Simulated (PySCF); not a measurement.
A structure optimised at PBE-D3(BJ)/def2-SVP, used in a PySCF frequency run:

```
Ti
F 1 1.7340
Cl 1 2.1779 2 109.13
Cl 1 2.1779 2 109.13 3 -120.00
Cl 1 2.1779 2 109.13 4 -120.00
```
Charge 0, spin multiplicity 1.

Question: Write its SMILES, formula and point group.

Answer: [F][Ti]([Cl])([Cl])[Cl], Cl3FTi, C3v

Question: What are its rotational constants (standard atomic weights)?

Answer: 1.5513, 1.5513, 1.1225 GHz
